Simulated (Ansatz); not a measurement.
Ansatz (a program for electronic structure) input (CCSD(T)/def2-SVPD):

Ansatz 0.2 input:
```yaml
crystal:
  periodic: [false, false, false]
  atoms:
    - {symbol: Pb, position_ang: [-0.00000000, -0.00000000, -0.20489551]}
    - {symbol: F, position_ang: [0.00000000, 0.00000000, 1.86682576]}
basis:
  gaussian:
    orbitals: def2-SVPD
magnetization: {spin_polarized: true, initial_magnetization: 1}
correlation: {method: ccsd_t, electrons: outside_noble_gas}
output: {forces: true}
```

Output:

```
Functional definition: HF
integrals: 0.04 GiB planned
642 factors; integrals over basis functions are off by at most 2.8e-4 eV
mean field: 0.16 GiB planned
mean field evaluation 1: about -7922.2337 eV, gradient 2.3e1 eV
mean field evaluation 2: about -7922.2772 eV, gradient 2.4e1 eV
mean field evaluation 4: about -7924.4940 eV, gradient 1.3e0 eV
mean field evaluation 8: about -7924.5271 eV, gradient 1.0e-1 eV
mean field evaluation 16: about -7922.2336 eV, gradient 2.3e1 eV
mean field evaluation 32: about -7924.5274 eV, gradient 1.4e-3 eV
mean field evaluation 64: about -7924.1461 eV, gradient 4.8e0 eV
mean field evaluation 96: about -7924.5274 eV, gradient 6.5e-3 eV
mean field evaluation 128: about -7918.5725 eV, gradient 4.6e-2 eV
mean field evaluation 160: about -7922.0085 eV, gradient 8.1e-1 eV
mean field evaluation 192: about -7924.5260 eV, gradient 2.5e-1 eV
mean field evaluation 224: about -7919.7733 eV, gradient 1.4e-2 eV
mean field -7924.52735403 eV, -291.2210088232 hartree, gradient 3.6e-6 eV, S^2 0.759043; 7 other end points of the search recorded, 0 dependent functions left out
determinant -7924.52735403 eV, -291.2210088232 hartree, with singles and doubles -7931.51184228 eV, -291.4776840319 hartree
determinant -7922.07684800 eV, -291.1309543875 hartree, with singles and doubles -7929.25146438 eV, -291.3946166763 hartree
determinant -7919.77329291 eV, -291.0463002993 hartree, with singles and doubles -7925.21403707 eV, -291.2462439595 hartree
10 core orbitals not correlated, not the lowest: weight in the atoms' cores, before any rotation towards them, 0.968 or more for the frozen orbitals, at most 0.036 for the correlated occupied ones
reference -7924.52735403 eV, -291.2210088232 hartree; 6, 5 occupied and 39, 40 virtual orbitals, 642 factors
densities: 0.18 GiB planned
second order -6.81521365 eV of doubles, -0.00000000 eV of singles
coupled cluster: 0.14 GiB planned
cycle   1  -6.97668289 eV  change   -8.2e-2 eV  update   2.0e-2
cycle   2  -6.99010550 eV  change   -1.3e-2 eV  update   5.2e-3
cycle   3  -6.98936355 eV  change    7.4e-4 eV  update   3.3e-3
cycle   4  -6.99079914 eV  change   -1.4e-3 eV  update   9.0e-4
cycle   5  -6.99085174 eV  change   -5.3e-5 eV  update   4.9e-4
cycle   6  -6.99091845 eV  change   -6.7e-5 eV  update   1.8e-4
cycle   7  -6.99090503 eV  change    1.3e-5 eV  update   8.6e-5
cycle   8  -6.99089932 eV  change    5.7e-6 eV  update   3.1e-5
cycle   9  -6.99089799 eV  change    1.3e-6 eV  update   1.1e-5
cycle  10  -6.99089787 eV  change    1.3e-7 eV  update   3.8e-6
cycle  11  -6.99089806 eV  change   -2.0e-7 eV  update   1.6e-6
cycle  12  -6.99089795 eV  change    1.1e-7 eV  update   7.3e-7
perturbative correction -0.18366128 eV, -0.0067494277 hartree
the calculation of the forces begins
Total energy: -7931.70191327 eV, -291.4846690119 hartree
Atom 0 at    -0.000000    -0.000000    -0.204896 Å, force    -0.000000     0.000000    -0.693987 eV/Å
Atom 1 at     0.000000     0.000000     1.866826 Å, force     0.000000    -0.000000     0.693987 eV/Å
Dipole moment:     0.000000    -0.000000    -0.794996 e Å
```
